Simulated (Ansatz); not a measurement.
Cost and result for the atomization energy of ClGeH5Si (`[SiH3][GeH2][Cl]`) (8 atoms, 7 bonds).

```xyz
8

Si    0.9489   -0.0426    0.8045
Ge   -0.7819    0.1997   -0.8112
Cl   -2.1751   -1.4264   -0.4674
H     1.9478    1.0448    0.6293
H     1.6055   -1.3597    0.6127
H     0.3553    0.0384    2.1623
H    -0.3045    0.0505   -2.2648
H    -1.5961    1.4953   -0.6654
```

Charge 0, multiplicity 1. Correlated methods include outer-core shells of Ge, which these sets cover unevenly. Scalar relativity is left out up to krypton. Geometry: relaxed with PBE0-D4/def2-TZVP. Program: Ansatz. All runs use 2 threads of a server CPU on a shared host. Times are those of one run each, without the atoms' runs, and a repeat can differ threefold. Electronic energies, without spin–orbit coupling; frozen cores. CCSD(T)/CBS adds CCSD(T) − MP2 in def2-TZVPP to the MP2 limit, and its time is that of the two runs behind it. T1 = 0.011. With those shells the extrapolation isn't a true limit. HSE06 is the plane-wave form, built on full-range PBE exchange.

CCSD(T)/CBS is a level of theory with its own doubt, some kJ/mol a heavy atom from the limit and from the frozen cores, so smaller differences don't rank the functionals.

| level | functions | wall time |
| --- | --- | --- |
| LDA (SPW92)/def2-TZVPP | 202 | 2.4 s |
| PBE-D4/def2-TZVPP (with forces) | 202 | 5.5 s |
| PBE0-D4/def2-TZVPP | 202 | 6.5 s |
| CCSD(T)/def2-SVP | 93 | 7 s |
| HSE06-D4/def2-TZVPP | 202 | 8 s |
| CAM-B3LYP-D4/def2-TZVPP | 202 | 8 s |
| r2SCAN-D4/def2-TZVPP (with forces) | 202 | 11 s |
| r2SCANh-D4/def2-TZVPP | 202 | 13 s |
| ωB97X-V/def2-TZVPP | 202 | 19 s |
| B97M-V/def2-TZVPP | 202 | 20 s |
| MP2/def2-QZVPP | 379 | 39 s |
| CCSD(T)/def2-TZVPP | 202 | 2.5 min |
| CCSD(T)/CBS(def2) | – | 3.2 min |

Question: What atomization energy does each give, and how far from CCSD(T)/CBS? (Best estimate.)

Answer: Computed: 
| level | atomization (kcal/mol) | difference from CCSD(T)/CBS | per bond |
| --- | --- | --- | --- |
| LDA (SPW92)/def2-TZVPP | 577.6 | 54.0 | 7.7 |
| PBE-D4/def2-TZVPP (with forces) | 514.1 | -9.5 | -1.4 |
| PBE0-D4/def2-TZVPP | 514.1 | -9.5 | -1.4 |
| CCSD(T)/def2-SVP | 484.5 | -39.1 | -5.6 |
| HSE06-D4/def2-TZVPP | 514.2 | -9.4 | -1.4 |
| CAM-B3LYP-D4/def2-TZVPP | 519.7 | -3.9 | -0.6 |
| r2SCAN-D4/def2-TZVPP (with forces) | 522.3 | -1.3 | -0.2 |
| r2SCANh-D4/def2-TZVPP | 520.8 | -2.8 | -0.4 |
| ωB97X-V/def2-TZVPP | 527.0 | 3.4 | 0.5 |
| B97M-V/def2-TZVPP | 529.1 | 5.5 | 0.8 |
| MP2/def2-QZVPP | 513.9 | -9.7 | -1.4 |
| CCSD(T)/def2-TZVPP | 512.1 | -11.5 | -1.6 |
| CCSD(T)/CBS(def2) | 523.6 | 0.0 | 0.0 |

At CCSD(T), def2-SVP lies −39.1 kcal/mol from the extrapolated value and def2-TZVPP −11.5 kcal/mol: correlation converges slowly with the basis, and small sets miss more of it in the bonded molecule than in its fragments. From BLYP to BHLYP (50 % exact exchange), in def2-TZVPP and without D4, the atomization energy moves by +6.7 kcal/mol. In def2-TZVPP, CCSD(T) changes the Hartree–Fock value by +117.9 kcal/mol (the triples alone add +5.2 kcal/mol) and MP2 by +112.9 kcal/mol; breaking electron pairs costs correlation energy, which Hartree–Fock lacks.
